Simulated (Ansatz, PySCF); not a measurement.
Gas-phase reaction in SMILES: [OH][Sn] -> [OH][Sn] as singlet, charge -1 (an electron is taken up)
Geometries: B3LYP-D3(BJ)/def2-TZVP minima from Ansatz (an electronic-structure program). Unstable Hartree-Fock reference: [OH][Sn] as singlet, charge -1.

Property: adiabatic electron affinity (0 K, with B3LYP-D3(BJ) harmonic zero-point energies from PySCF), positive where the reaction releases energy, in eV. Valence correlation only, unless marked. UHF or UKS for open shells. No spin-orbit coupling. Frozen are the shells of the preceding noble gas and the d and f shells that filled before the atom's block. Past Kr the def2 sets carry scalar-relativistic core potentials. STO-3G rows are all-electron and non-relativistic. Anions need diffuse functions: def2-D sets add few; the other sets have none. 

```csv
level,program,adiabatic electron affinity (eV)
PBE-D4/def2-TZVPD,Ansatz + dftd4,0.22
TPSSh/def2-TZVPD,PySCF,0.18
PW6B95-D3(BJ)/def2-TZVPD,PySCF + dftd3,0.18
B2GP-PLYP-D3(BJ)/def2-TZVPD,Ansatz + dftd3,0.13
CCSD(T)/STO-3G,Ansatz,-6.75
CCSD(T)/def2-QZVPP,Ansatz,0.30
```
